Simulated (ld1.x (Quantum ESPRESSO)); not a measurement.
**How hard is this Re (Z = 75) RRKJ potential?**

```json
{
 "Element": "Re",
 "Generator": "ld1.x (Quantum ESPRESSO) 7.5",
 "Type": "norm-conserving RRKJ (Kleinman–Bylander form)",
 "Functional": "PBE",
 "Relativity": "scalar-relativistic",
 "Frozen core": "[Xe] 4f14",
 "Valence charge": "7",
 "Reference configuration": "5d5 6s1.75 6p0 (charge +0.25)",
 "Partial waves": "6p (bound, empty): rc 2.80 bohr; 5d (bound): rc 1.35 bohr; 5f channel at 0.05 Ry: rc 2.15 bohr; 6s (bound): rc 2.25 bohr",
 "Local potential": "the s channel",
 "Core correction": "none"
}
```

The pseudo-atom Hamiltonian at the reference potential is diagonalised in spherical Bessel functions j_l(qr) that vanish at 20 bohr, with q² up to the cutoff. All-electron valence levels (Ry): 6p -0.1936, 5d -0.5264, 6s -0.5554.

Problem. How do the lowest levels (Ry) of each channel move with the cutoff, and are there ghosts?

Solution.

| cutoff (Ry) | p #1 | p #2 | d #1 | f #1 | f #2 | s #1 | s #2 | Σ f·Δε (mRy) |
| --- | --- | --- | --- | --- | --- | --- | --- | --- |
| 8 | -0.1935 | 0.0056 | -0.0970 | 0.0728 | 0.1847 | -0.5483 | -0.0504 | 2160.0 |
| 15 | -0.1936 | 0.0056 | -0.3478 | 0.0728 | 0.1846 | -0.5538 | -0.0510 | 896.5 |
| 21 | -0.1936 | 0.0056 | -0.4844 | 0.0728 | 0.1846 | -0.5548 | -0.0512 | 211.4 |
| 35 | -0.1936 | 0.0056 | -0.5079 | 0.0728 | 0.1846 | -0.5553 | -0.0512 | 93.3 |
| 50 | -0.1936 | 0.0056 | -0.5145 | 0.0728 | 0.1846 | -0.5554 | -0.0512 | 60.3 |
| 70 | -0.1936 | 0.0056 | -0.5236 | 0.0728 | 0.1846 | -0.5554 | -0.0512 | 14.6 |
| 90 | -0.1936 | 0.0056 | -0.5262 | 0.0728 | 0.1846 | -0.5554 | -0.0512 | 1.5 |
| 120 | -0.1936 | 0.0056 | -0.5264 | 0.0728 | 0.1846 | -0.5554 | -0.0512 | 0.5 |
| 400 | -0.1936 | 0.0056 | -0.5265 | 0.0728 | 0.1846 | -0.5554 | -0.0512 | 0.0 |

Result: no extra level below or beside the all-electron valence levels (p, d, f, s tested); 10 mRy is reached at 80 Ry and 1 mRy at 100 Ry.
